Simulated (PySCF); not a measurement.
Two-component Hartree-Fock for Os(44+) (osmium, charge +44)

Start: [Ar] 3d10 4s2 4p2; 4p1/2 filled at m_j = -1/2, +1/2. Calculated with PySCF 2.14 in an uncontracted even-tempered set (16 s from 5.8 bohr⁻², ratio 2.8; 13 p from 7.5 bohr⁻², ratio 2.8; 8 d from 13 bohr⁻², ratio 2.8; 4 f from 32 bohr⁻², ratio 3): generalised Hartree-Fock with the X2C-1e Hamiltonian and a Gaussian nucleus; one run each with spin-orbit coupling (SO) switched off, then screened by Boettger's factors.

```json
{"spinor shell": "1s1/2", "electrons": "2", "ε, spin-free (eV)": "-76474.2", "ε, screened SO (eV)": "-76443.4", "weight of nominal j (screened SO)": "1.000", "rms radius, screened SO (bohr)": "0.0201"}
{"spinor shell": "2s1/2", "electrons": "2", "ε, spin-free (eV)": "-15247.7", "ε, screened SO (eV)": "-15235.5", "weight of nominal j (screened SO)": "1.000", "rms radius, screened SO (bohr)": "0.0808"}
{"spinor shell": "2p1/2", "electrons": "2", "ε, spin-free (eV)": "-13566.3", "ε, screened SO (eV)": "-14665.0", "weight of nominal j (screened SO)": "1.000", "rms radius, screened SO (bohr)": "0.0686"}
{"spinor shell": "2p3/2", "electrons": "4", "ε, spin-free (eV)": "-13566.3", "ε, screened SO (eV)": "-13120.1", "weight of nominal j (screened SO)": "1.000", "rms radius, screened SO (bohr)": "0.0762"}
{"spinor shell": "3s1/2", "electrons": "2", "ε, spin-free (eV)": "-5170.4", "ε, screened SO (eV)": "-5164.2", "weight of nominal j (screened SO)": "1.000", "rms radius, screened SO (bohr)": "0.204"}
{"spinor shell": "3p1/2", "electrons": "2", "ε, spin-free (eV)": "-4664.2", "ε, screened SO (eV)": "-4916.6", "weight of nominal j (screened SO)": "1.000", "rms radius, screened SO (bohr)": "0.195"}
{"spinor shell": "3p3/2", "electrons": "4", "ε, spin-free (eV)": "-4664.2", "ε, screened SO (eV)": "-4555.9", "weight of nominal j (screened SO)": "1.000", "rms radius, screened SO (bohr)": "0.210"}
{"spinor shell": "3d3/2", "electrons": "4", "ε, spin-free (eV)": "-4113.6", "ε, screened SO (eV)": "-4155.8", "weight of nominal j (screened SO)": "1.000", "rms radius, screened SO (bohr)": "0.183"}
{"spinor shell": "3d5/2", "electrons": "6", "ε, spin-free (eV)": "-4113.6", "ε, screened SO (eV)": "-4077.6", "weight of nominal j (screened SO)": "1.000", "rms radius, screened SO (bohr)": "0.187"}
{"spinor shell": "4s1/2", "electrons": "2", "ε, spin-free (eV)": "-2425.3", "ε, screened SO (eV)": "-2423.0", "weight of nominal j (screened SO)": "1.000", "rms radius, screened SO (bohr)": "0.429"}
{"spinor shell": "4p1/2", "electrons": "2", "ε, spin-free (eV)": "-2257.9", "ε, screened SO (eV)": "-2330.0", "weight of nominal j (screened SO)": "1.000", "rms radius, screened SO (bohr)": "0.418"}
```

```
   quantity     spin-free   screened SO
E (hartree)  -15930.48944  -15957.91798
        M_J             0             0
       ⟨J²⟩         2.001         0.000
       ⟨L²⟩         2.001         1.381
       ⟨S²⟩         2.000         1.381
```

Breit and QED terms are absent; they matter most for the inner s and p1/2 levels.

Densities and radii are taken from the X2C orbitals without a picture-change correction, which distorts them close to the nucleus.

Without spin-orbit coupling the j labels of p, d and f shells carry no meaning; the spin-free column gives the mean over the occupied spinors of each nl shell.
